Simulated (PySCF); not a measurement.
Species: C₃H₁₀AlAs.
Structure used (PBE0-D3(BJ)/def2-SVP), in Å, numbered top down from 1:
```
atom  x, y, z in Å
C1    -1.0354    0.6110   -1.6134
C2    -0.9696    0.1825   -0.3409
C3    -1.4999    1.0312    0.7820
Al4   -0.1429   -1.5869   -0.0061
As5    2.2209   -0.5039    0.4845
H6    -0.6649    0.0080   -2.4512
H7    -1.4744    1.5840   -1.8824
H8    -0.7229    1.2374    1.5391
H9    -1.8942    2.0002    0.4309
H10   -2.3080    0.5109    1.3236
H11    0.2790   -2.4485   -1.2867
H12   -0.3726   -2.3024    1.4084
H13    2.8697    0.2078   -0.6786
H14    2.2418    0.6561    1.4527
H15    3.4579   -1.2049    1.0034
```

Linear response at B3LYP/def2-SVPD (PySCF, frozen core in the response, non-relativistic). Isolated species at its PBE0-D3(BJ)/def2-SVP geometry (one conformer only). Relativistic effects, spin–orbit coupling among them, are left out although an element past zinc is present.

Static isotropic polarisability: 105.46 au (15.63 Å³), principal values 98.3, 100.2, 117.9 au.

**Question.** What is the polarisability at 1064 nm and at the sodium D line?

**Answer.** 106.91 au at 1064 nm (+1.4 %), 110.42 au at 589.3 nm (+4.7 %). The rise at 589.3 nm is 3.43 times that at 1064 nm; a pure ω² law gives 3.26. The lowest singlet lies at 229 nm, shorter than both wavelengths.

**Question.** What is the isotropic C6 coefficient between two such molecules, C6 = (3/π)∫α(iω)² dω?

**Answer.** 3562 au (Eh·bohr⁶) by a ten-point quadrature over imaginary frequencies, which is 2130 eV·Å⁶ or 205 J·nm⁶/mol.

**Question.** Which effective excitation energy ω̄ makes London's formula C6 = (3/4)α²ω̄ exact here?

**Answer.** ω̄ = 4·C6/(3α²) = 0.427 Eh = 11.6 eV. A one-pole form α(ω) = α/(1 − ω²/ω̄²) fitted to the 1064 nm value gives 10.0 eV.

**Question.** How many electrons N does the Slater–Kirkwood formula C6 = (3/4)·√N·α^(3/2) need to give this C6?

**Answer.** N = (4·C6/3)²/α³ = 19.2; the species has 74 electrons in all.

**Question.** How anisotropic is the static polarisability, by Δα² = ½[(α1 − α2)² + (α2 − α3)² + (α3 − α1)²]?

**Answer.** Δα = 18.7 au, or 0.18 of the isotropic value.

**Question.** What three-body coefficient follows from the one-pole estimate C9 = (3/4)·α·C6?

**Answer.** 282000 au. This is an estimate from the two numbers above, not a computed integral.

**Question.** The lowest 6 singlets have (eV, f): 5.42, 0.002; 5.52, 0.018; 5.68, 0.025; 5.75, 0.029; 5.81, 0.104; 5.92, 0.004. What share of the static polarisability do they carry in the sum over states α = Σ f/ω²?

**Answer.** 4.05 au, 3.8 % of α; the largest term, 2.27 au, is that of the state at 5.81 eV. Their oscillator strengths add up to 0.18. Higher states carry the rest.
